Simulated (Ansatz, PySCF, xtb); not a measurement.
Energy difference 2 R1 + R2 → P1 + P2 + P3, each structure at its B3LYP-D3(BJ)/def2-TZVP stationary point, reached from a drawn start (curvature not checked).
P1: CH4 (SMILES C), charge 0, multiplicity 1.
R1, H2 (SMILES [H][H]) (charge 0, multiplicity 1):
```
atom   x (Å)   y (Å)    z (Å)
----  ------  ------  -------
H     0.0000  0.0000   0.3720
H     0.0000  0.0000  -0.3720
```
P2, HCl (SMILES Cl) (charge 0, multiplicity 1):
```xyz
2

Cl     0.00000     0.00000     0.64101
H      0.00000     0.00000    -0.64101
```
P3, SiH4 (SMILES [SiH4]) (charge 0, multiplicity 1):
```xyz
5

Si     0.00000     0.00000     0.00000
H      0.85468     0.85468     0.85468
H     -0.85468    -0.85468     0.85468
H     -0.85468     0.85468    -0.85468
H      0.85468    -0.85468    -0.85468
```
R2, CH5ClSi (SMILES C[SiH2]Cl) (charge 0, multiplicity 1):
```xyz
8

Si     0.8066     0.2863     0.0187
C     -0.9947    -0.1836     0.0398
Cl     1.9304    -1.3055    -0.6937
H      1.0568     1.4349    -0.8771
H      1.3013     0.5992     1.3759
H     -1.1628    -1.0461     0.6865
H     -1.5958     0.6489     0.4138
H     -1.3418    -0.4339    -0.9638
```

P less R. No zero-point or thermal terms.

Cores are frozen in the correlated methods. CBS: X⁻³ extrapolation of the correlation energy, Hartree–Fock from the larger set.

Run with Ansatz (Gaussian basis) for Hartree–Fock, density functionals and correlated methods; PySCF for the D3/D4 terms; xtb for the GFN methods. All values are computed, each at the level named.

The comparison value is 0.590 eV (CCSD(T)/CBS(cc-pV(T+d)Z, cc-pV(Q+d)Z)). It is a level with limits of its own, not the exact answer.

Q: Order these levels by how close they come to the comparison value for the reaction energy, closest first: B97M-V/def2-TZVPP, BHLYP-D3(BJ)/def2-TZVPP, GFN2-xTB, PBE0/def2-TZVPP, GFN1-xTB. Give each level's value less the comparison value.

A: B97M-V/def2-TZVPP (-0.093 eV), BHLYP-D3(BJ)/def2-TZVPP (-0.109 eV), PBE0/def2-TZVPP (-0.121 eV), GFN1-xTB (-0.689 eV), GFN2-xTB (-1.051 eV)

Ansatz is a program for electronic structure.
